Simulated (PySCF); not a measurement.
## Continuum solvent and chemical shifts

Atom-mapped SMILES (the numbers label the heavy atoms): `[CH3:1]/[CH:2]=[CH:3]\[CH2:4][C+:5]1[O:6][CH2:7][CH2:8][O:9]1`; H(Xn) means a hydrogen on atom n.

GIAO PBE0/pcSseg-1 in PySCF 2.14.0 with density-fitted response routines on one PBE0-D3(BJ)/def2-SVP conformer, non-relativistic, equivalent nuclei averaged. Solvents enter as an IEF-PCM continuum (chloroform with ε = 4.7, water with ε = 78.4) around the gas-phase geometry. Shifts are referred to TMS computed in the same medium.

In chloroform, δ in ppm: C5 195.7, C2 155.8, C3 119.4, C7/C8 76.6, C4 29.1, C1 17.3, H(C2) 6.66, H(C3) 5.59, H(C7)/H(C8) 5.25, H(C4) 3.92, H(C1) 2.08. Dipole moment 4.88 D.

Q: How does each δ change in the more polar medium?

A: 
```json
{"atoms": "C5", "environment": "carbocation centre", "Δδ, water": "+0.5"}
{"atoms": "C2", "environment": "alkene CH", "Δδ, water": "-1.6"}
{"atoms": "C3", "environment": "alkene CH", "Δδ, water": "+2.1"}
{"atoms": "C7/C8", "environment": "sp3 CH2 bonded to O", "Δδ, water": "+0.7"}
{"atoms": "C4", "environment": "allylic sp3 CH2", "Δδ, water": "+0.2"}
{"atoms": "C1", "environment": "allylic methyl carbon", "Δδ, water": "-0.1"}
{"atoms": "H(C2)", "environment": "hydrogen on an alkene CH", "Δδ, water": "-0.10"}
{"atoms": "H(C3)", "environment": "hydrogen on an alkene CH", "Δδ, water": "+0.05"}
{"atoms": "H(C7)/H(C8)", "environment": "hydrogen on an sp3 CH2 bonded to O", "Δδ, water": "+0.03"}
{"atoms": "H(C4)", "environment": "hydrogen on an allylic sp3 CH2", "Δδ, water": "+0.02"}
{"atoms": "H(C1)", "environment": "hydrogen on an allylic methyl carbon", "Δδ, water": "-0.03"}
```

Changes are relative to chloroform. The dipole moment becomes 5.20 D in water.

Q: Which nuclei move most (in ppm), and what does the model miss?

A: C3 (alkene CH, +2.1 ppm) in water. A continuum only polarises the solute; specific hydrogen bonds, the anisotropy of aromatic solvents and changes of geometry or conformer are outside it, as are counter-ions.
